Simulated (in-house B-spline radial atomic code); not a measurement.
Ni⁵⁺. Computed with a B-spline radial atomic code. Model: all-electron spherical atom, spin shells full or empty, radial basis limit, no spin-orbit coupling, Breit or QED, empty-state partial waves extrapolated as (l+1/2)^-4, RPA, G0W0 and static COHSEX of the highest shell as one setting changes (uncorrelated shells keep exact exchange).

Given: element Ni; charge 5; filled core Ar; hamiltonian one-electron scalar X2C; mean-field start Hartree-Fock; highest l of empty states 9; nuclear rms radius 3.7757 fm; highest mean-field shell 3d up.

Shell: 3d 5 0 (electrons up and down).

| lowest nl shells left uncorrelated | RPA correlation energy (hartree) | G0W0 level (eV) | G0W0 minus most complete (meV) | COHSEX level (eV) | linearised minus solved G0W0 (meV) |
| --- | --- | --- | --- | --- | --- |
| 0 | -1.4558 | -108.38 | 0 | -111.6 | -0.1 |
| 1 | -1.3114 | -108.38 | 0.5 | -111.6 | -0.1 |
| 2 | -1.1503 | -108.35 | 32.2 | -111.56 | -0.1 |
| 3 | ? | ? | ? | ? | ? |
| 4 | ? | ? | ? | ? | ? |
| 5 | -0.13453 | -108.81 | -424.4 | -110.55 | 0 |

(1) What follows for lowest nl shells left uncorrelated = 3?

(2) What follows for lowest nl shells left uncorrelated = 4?

Answers

(1) RPA correlation energy -0.70853 hartree; G0W0 level -108.24 eV; G0W0 minus most complete 142.9 meV; COHSEX level -111.49 eV; linearised minus solved G0W0 -0.1 meV.

(2) RPA correlation energy -0.55692 hartree; G0W0 level -108.33 eV; G0W0 minus most complete 50.5 meV; COHSEX level -111.34 eV; linearised minus solved G0W0 -0.1 meV.
